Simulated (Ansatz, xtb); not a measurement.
Ranking isomers of BrHNSi

3 gas-phase structures of BrHNSi, found in a search over its isomers (lower ones may exist). Each was relaxed with GFN2-xTB:

A. `[N]=[SiH]Br`, a doublet
B. `[H]/N=[Si]/Br`, a doublet
C. `[H]/N=[Si]\Br`, a doublet

Make a reasoned guess at their ranking by r2SCAN-D4/def2-SVP single-point energy.

Calculated order at r2SCAN-D4/def2-SVP: B (0.0), C (7.6), A (40.1) kcal/mol.

Energies above the lowest of each column, in kcal/mol; the last columns are at B3LYP/6-31G* geometries (a dash: not run or not comparable):

```
structure  GFN2-xTB  HF/STO-3G  r2SCAN-D4/def2-SVP  B3LYP/6-31G*  CCSD(T)/def2-SVP
        B       0.0        0.0                 0.0           0.0               0.0
        C       3.6       16.5                 7.6  relaxes to B                 –
        A      17.9       13.1                40.1          32.0              31.7
```

Every level run on B puts it lowest or level with the lowest. Frequencies (B3LYP/6-31G*) were run for A, B alone. Open shells are spin-unrestricted, some with notable spin contamination.

Programs: Ansatz 0.2.0, xtb 6.7.1 (Pople sets with spherical d functions).
